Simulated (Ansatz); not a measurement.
Ligand exchange: C2H2F3I + HOI → C2H3F3O + I2

Species: C2H2F3I (1,1,1-trifluoro-2-iodoethane) `FC(F)(F)CI`, singlet; HOI (hypoiodous acid) `OI`, singlet; C2H3F3O (2,2,2-trifluoroethanol) `OCC(F)(F)F`, singlet; I2, singlet. The partners trade I for OH: C–I and I–OH bonds give way to C–OH and I–I.

Shapes, held fixed at every level: PBE0-D4/def2-TZVP. Flexible molecules stand in one conformer, not always the lowest. Programs: Ansatz 0.2.0. The zero-point and thermal change to 298 K, harmonic and unscaled (PBE0-D4/def2-TZVP), is +7.2 kJ/mol.

Q: Estimate the reaction enthalpy at 298 K.

A: From tabulated heats of formation (Active Thermochemical Tables, CRC Handbook of Chemistry and Physics), ΔH(298 K) = -120.2 kJ/mol. Nearest: r2SCAN0-D4/def2-TZVPP (-3.7); farthest: HF/def2-SVP (-50.6). 4 of 8 levels lie within 10 kJ/mol. The heats of C2H2F3I, C2H3F3O come from older tables and can be uncertain by 10 kJ/mol or more. For atoms past krypton def2 sets carry core potentials with scalar relativity. Correlated rows may include outer-core shells of I, which these sets cover unevenly. Times are processor times on shared x86 and Arm servers, and rough.

| level | kind | ΔH (kJ/mol) | computed − measured | CPU time (all species) |
| --- | --- | --- | --- | --- |
| HF/def2-SVP | Hartree–Fock | -170.7 | -50.6 | – |
| PBE-D4/def2-TZVPP | GGA | -106.9 | +13.3 | 16 s |
| r2SCAN-D4/def2-TZVPP | meta-GGA | -112.4 | +7.8 | 30 s |
| r2SCAN0-D4/def2-TZVPP | global hybrid | -123.9 | -3.7 | 30 s |
| wB97X-V/def2-TZVPP | range-separated hybrid | -112.9 | +7.3 | 46 s |
| B2PLYP/def2-TZVPP | double hybrid | -110.5 | +9.7 | 35 s |
| CCSD/def2-TZVPP | coupled cluster or CI | -109.1 | +11.1 | – |
| CCSD(T)/def2-TZVPP | coupled cluster or CI | -102.8 | +17.4 | 22 min |
